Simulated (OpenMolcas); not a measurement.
# What dynamic correlation does to the levels of Ir⁷⁺

| Item | Value |
| --- | --- |
| Program | OpenMolcas |
| Basis | ANO-RCC-VTZP [8s7p5d3f1g] |
| Scalar Hamiltonian | DKH2, point nucleus |
| Active space | 2 electrons in 5 orbitals (5d) |
| State averaging | 2S+1 = 3 even, 10 roots; 2S+1 = 1 even, 15 roots |
| Spin-orbit coupling | RASSI with atomic mean-field integrals over the reference wave functions, term energies averaged over their components |

Methods on the same reference wave functions:
A. CASSCF
B. SS-CASPT2, IPEA 0.25 Eh, imaginary shift 0.1 Eh (closed shells correlated: 5s 5p)
C. XMS-CASPT2, IPEA 0.25 Eh, imaginary shift 0.1 Eh (closed shells correlated: 5s 5p)

Energies in cm-1 above 5d2 3F2, the measured ground level; measured values from van het Hof, Joshi, Wyart and Sugar, J. Res. Natl. Inst. Stand. Technol. 100, 687 (1995).

| Level | A | B | C | Measured |
| --- | --- | --- | --- | --- |
| 5d2 3F2 | 0.0 | 0.0 | 0.0 | 0.0 |
| 5d2 3F3 | 12736 | 13090 | 13050 | 12672 |
| 5d2 3P0 | 19726 | 17850 | 17770 | 17254 |
| 5d2 3F4 | 22385 | 22300 | 22290 | 21615 |
| 5d2 3P1 | 27691 | 26250 | 26130 | 25221 |
| 5d2 1G4 | 38921 | 37400 | 37460 | 36253 |
| 5d2 3P2 [55 %] | 41777 | 39980 | 40020 |  |
| 5d2 1S0 | 71762 | 66490 | 66710 | 65022 |

Deviations, from unrounded energies. A percentage is the sum of absolute deviations over the sum of measured energies, with the sign that they share, or ± where signs differ.

```
                        Against measurement  Levels      A     B     C
             mean absolute deviation (cm-1)       6   2500   890   900
      fine structure of the ground term (%)       2   +2.4  +3.2  +3.1
other terms of the ground configuration (%)       4  +10.0  +3.0  +3.0
```

B, C lie about equally close to measurement and A furthest from it. The largest miss of B in the table is 5d2 1S0, by +1500 cm-1. The ranking rests on the paired levels alone, and a cruder setting can come out closer through cancelling errors.

Between B and C the level of the table that moves most is 5d2 1S0, by 220 cm-1 (lowest in B, highest in C). Moves below CASPT2's spread within the term are not significant.

The two smallest mean deviations differ by little beside CASPT2's spread within terms, so their order carries little weight.

From A to B the spin-free energies of the other terms of 5d2 shown, above 3F, scale by factors of 0.88 to 0.89, as is usual when dynamic correlation screens the repulsion within a d or f shell.

The lowest spin-free term lies below A's lowest term by 0.209 hartree in B, 0.213 hartree in C.

CASPT2 does not keep the components of a term degenerate, so their means are used; among the terms shown or strongly mixed into the levels shown the widest spread is 660 cm-1 (5d2 3F, C). Without dynamic correlation excited terms often stand tens of per cent too high (terms of higher spin than the ground term too low), and those without a measured partner can miss by more than the paired ones (holds for A). Measured partners are found by configuration, term and J. A level has none where our copy of the source lacks it or the pairing is in doubt (some pairs that miss far off the trend of their configuration count as doubtful), and it then counts in no deviation. Only configurations of the active space appear. The table leaves out levels that lie high or whose names do not pair safely across all columns.

A share in square brackets marks a mixed level and gives the weight of the term that names it, the lowest over the columns.
